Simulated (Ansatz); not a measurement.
One change: `CC1C=CS1` becomes `[SiH3]C1C=CS1`.

Ansatz, PBE0-D4/def2-TZVP geometries, multiplicity 1. 

```
                                          property  `CC1C=CS1`
             LUMO energy (ωB97M-V/def2-TZVPP) / eV        1.97
                HOMO energy (PBE0/def2-TZVPP) / eV       -6.11
                 HOMO energy (PBE/def2-TZVPP) / eV       -5.02
size of the dipole moment (ωB97M-V/def2-TZVPP) / D        1.48
  size of the dipole moment (B3LYP/def2-TZVPP) / D        1.46
           HOMO–LUMO gap (ωB97M-V/def2-TZVPP) / eV       10.22
```

(1) What does the change do to each property? (Estimate.)

Results:

(1) Ansatz gave: 
```json
{"property": "LUMO energy (ωB97M-V/def2-TZVPP) / eV", "`[SiH3]C1C=CS1`": "1.63", "shift": "-0.34"}
{"property": "HOMO energy (PBE0/def2-TZVPP) / eV", "`[SiH3]C1C=CS1`": "-6.41", "shift": "-0.30"}
{"property": "HOMO energy (PBE/def2-TZVPP) / eV", "`[SiH3]C1C=CS1`": "-5.33", "shift": "-0.31"}
{"property": "size of the dipole moment (ωB97M-V/def2-TZVPP) / D", "`[SiH3]C1C=CS1`": "1.21", "shift": "-0.27"}
{"property": "size of the dipole moment (B3LYP/def2-TZVPP) / D", "`[SiH3]C1C=CS1`": "1.17", "shift": "-0.29"}
{"property": "HOMO–LUMO gap (ωB97M-V/def2-TZVPP) / eV", "`[SiH3]C1C=CS1`": "10.17", "shift": "-0.05"}
```

Dipoles are sizes alone; their direction can turn.

B3LYP here is the variant with VWN-RPA as its local correlation; programs differ in this.
